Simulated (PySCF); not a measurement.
## Assigning NMR signals

Molfile (atoms numbered from 1):
```
C2H8N2Si2
     RDKit          3D

 14 13  0  0  0  0  0  0  0  0999 V2000
   -1.5677   -1.0096   -0.0825 C   0  0  0  0  0  0  0  0  0  0  0  0
   -0.1351    0.2174    0.1663 Si  0  0  2  0  0  4  0  0  0  0  0  0
   -0.6971    1.7523   -0.4040 N   0  0  0  0  0  0  0  0  0  0  0  0
    1.9165   -0.5722   -0.5932 Si  0  0  0  0  0  4  0  0  0  0  0  0
   -0.0076    0.5356    2.0123 C   0  0  0  0  0  0  0  0  0  0  0  0
    0.1406    0.7111    3.1349 N   0  0  0  0  0  0  0  0  0  0  0  0
   -1.3554   -1.9582    0.4026 H   0  0  0  0  0  0  0  0  0  0  0  0
   -2.4975   -0.6285    0.3296 H   0  0  0  0  0  0  0  0  0  0  0  0
   -1.7302   -1.2124   -1.1376 H   0  0  0  0  0  0  0  0  0  0  0  0
   -0.2002    2.5918   -0.1531 H   0  0  0  0  0  0  0  0  0  0  0  0
   -1.0566    1.8332   -1.3410 H   0  0  0  0  0  0  0  0  0  0  0  0
    2.2978   -1.8382    0.0360 H   0  0  0  0  0  0  0  0  0  0  0  0
    3.0011    0.3841   -0.3490 H   0  0  0  0  0  0  0  0  0  0  0  0
    1.8906   -0.8069   -2.0437 H   0  0  0  0  0  0  0  0  0  0  0  0
  1  2  1  0
  2  3  1  0
  2  4  1  0
  2  5  1  1
  5  6  3  0
  1  7  1  0
  1  8  1  0
  1  9  1  0
  3 10  1  0
  3 11  1  0
  4 12  1  0
  4 13  1  0
  4 14  1  0
M  END
```

A single conformation, in vacuum, no relativistic terms, rapidly exchanging positions averaged. Geometry from GFN2-xTB; GIAO PBE0/pcSseg-1 shieldings; PySCF.

Shifts are taken against calculated references (same method and geometry level): TMS for ¹³C, ¹H.

(1) Assign these signals to the numbered atoms. ¹³C{¹H} NMR (computed): δ 127.7, 2.7.

(2) Assign these signals to the numbered atoms. ¹H NMR (600 MHz, computed): δ 3.39 (s, 3H), 0.58 (s, 3H), 0.23 (br s, 2H).

Results:

(1) 
| δ (ppm) | atoms | environment | reason |
| --- | --- | --- | --- |
| 127.7 | C5 | nitrile carbon | typical of a nitrile |
| 2.7 | C1 | methyl carbon bonded to Si | an electropositive neighbour leaves it electron-rich and shielded |

(2) 
```tsv
δ (ppm)	atoms	environment	reason
3.39	H12/H13/H14	hydrogen on a silicon bonded to Si	–
0.58	H7/H8/H9	hydrogen on a methyl carbon bonded to Si	an electropositive neighbour shields it, as in TMS itself
0.23	H10/H11	hydrogen on a nitrogen bonded to Si	exchangeable; this is the value without hydrogen bonding to other molecules
```

OH/NH shifts are gas-phase values; hydrogen bonding in solution moves them, usually downfield. Shifts are as computed. Against solution values, carbons near 30 ppm lie about +3 ppm off and those near 130 ppm about +5 ppm. Of 1309 compounds with measured shifts, 239 miss one by over three times the rms of a fit or turn the order of signals round; such compounds aren't used in these exercises. No couplings were computed; multiplicities are counted from neighbouring protons, with m where these are inequivalent, close in shift, in a saturated or five-membered ring or joined by F or P, and br s for small geminal =CH2 splittings.
